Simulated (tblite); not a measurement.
C₄H₁₂N₂Si.
Z-matrix (Å and degrees, GFN2-xTB geometry), rows numbered from 1:
```
C 
C   1  1.3198
C   2  1.4927  1  124.86
C   3  1.5316  2  111.54  1   124.41
Si  4  1.9098  3  113.78  2   -65.27
N   5  1.7261  4  105.54  3   -57.52
N   5  1.7271  4  118.59  3    57.18
H   1  1.0776  2  122.22  3   179.97
H   1  1.0778  2  121.53  3     0.13
H   2  1.0838  1  120.12  3   179.61
H   3  1.0967  2  108.47  1  -115.27
H   3  1.0907  2  109.76  1     2.62
H   4  1.0910  3  108.47  2   172.14
H   4  1.0918  3  108.81  2    57.14
H   5  1.4727  4  108.27  3   175.37
H   6  1.0067  5  118.42  4   -52.91
H   6  1.0070  5  117.07  4   171.98
H   7  1.0083  5  116.50  4   -67.90
H   7  1.0066  5  117.53  4    64.40
```

All values are computed: GFN2-xTB (tblite) harmonic vibrations without scaling, gas phase. The method is semi-empirical: single wavenumbers can be off by several per cent or more. Modes of hydrogen on silicon can be 10 to 20 % off. One conformer, not necessarily the lowest.

Harmonic wavenumbers (cm⁻¹): 29.0, 70.9, 98.4, 148.0, 177.4, 180.9, 217.0, 251.6, 286.0, 369.7, 436.7, 563.6, 591.0, 610.4, 646.2, 653.8, 706.5, 764.8, 809.3, 825.3, 889.7, 895.2, 914.8, 935.4, 947.2, 1025.3, 1046.1, 1087.9, 1179.2, 1201.6, 1288.2, 1307.1, 1329.6, 1419.5, 1477.3, 1496.8, 1521.0, 1526.8, 1719.9, 2161.6, 2910.7, 2966.1, 2985.6, 2994.3, 3038.3, 3094.3, 3117.1, 3471.3, 3479.9, 3511.4, 3515.9.

A = 2810, B = 1516, C = 1310 MHz; mass 116.077 u (most abundant isotopes); point group C1, symmetry number 1.

Q: What is the zero-point energy?

A: ½Σν̃ = 34446 cm⁻¹ = 98.48 kcal/mol.

Q: Give the ideal-gas entropy at 273.15 K and 1 bar in the rigid-rotor, harmonic-oscillator model (classical rotation).

A: Translation 39.75, rotation 28.18, vibration 29.49: S = 97.4 cal/(mol K).

Q: And Cp and H(273.15 K) − H(0)?

A: Cp = 37.58 cal/(mol K), of which vibrations give 29.63 (their classical limit is 51 R = 101.3); H(273.15 K) − H(0) = 6.34 kcal/mol without the zero-point energy, 4.17 from vibrations.

Q: How do the functions run with temperature in this model?

A: 
```
T (K)  S (cal/(mol K))  Cp (cal/(mol K))  H − H(0) (kcal/mol)  G − H(0) (kcal/mol)  ln q(vib)
  100             70.1              20.0                 1.37                -5.63       2.18
  200             87.0              30.0                 3.87               -13.53       5.09
  300            101.1              40.3                 7.38               -22.94       7.92
  500            126.0              57.7                17.29               -45.71      13.40
  800            157.0              73.9                37.24               -88.33      21.08
 1000            174.3              81.1                52.78              -121.49      25.76
```

q(vib) and H(0) count from the zero-point level.

Q: Blend soft modes into free rotors: weight 1/[1 + (100 cm⁻¹/ν̃)⁴] for the oscillator and the rest for a rotor with moment μB/(μ + B), μ = h/(8π²ν), B = 10⁻⁴⁴ kg m². What vibrational entropy results?

A: 26.83 cal/(mol K) in place of 29.49, which changes −T·S at 273.15 K by +0.73 kcal/mol.

Q: Which modes carry the vibrational entropy at 273.15 K?

A: 29.0 cm⁻¹: 5.72; 70.9 cm⁻¹: 3.96; 98.4 cm⁻¹: 3.32; 148.0 cm⁻¹: 2.53; 177.4 cm⁻¹: 2.19; 180.9 cm⁻¹: 2.16 cal/(mol K); the other 45 give 9.62 together.

Hindered rotation and anharmonicity are outside this model. Other conformers, if any are populated, would add a mixing term that is left out. The structure is chiral; the term R ln 2 for an equal mix with its mirror image is left out.
